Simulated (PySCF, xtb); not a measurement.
C2H4FNOSi, SMILES N#C[C@@H](F)[SiH2]O.

GFN2-xTB run with xtb 6.7.1 at its own geometry gives an orbital gap of 5.09 eV and a dipole moment of 3.88 D.

Coordinates come from a ωB97X-D3(BJ)/def2-SVP optimisation. The structure was generated by enumeration; whether it is a known compound was not checked. Other conformers were not sampled.

Task: What does PBE/def2-TZVP (PySCF) give? (The exact figures need the calculation; the answer reports its results.)

Result: gap 5.44 eV (levels -7.43 and -1.99 eV), dipole 3.30 D.
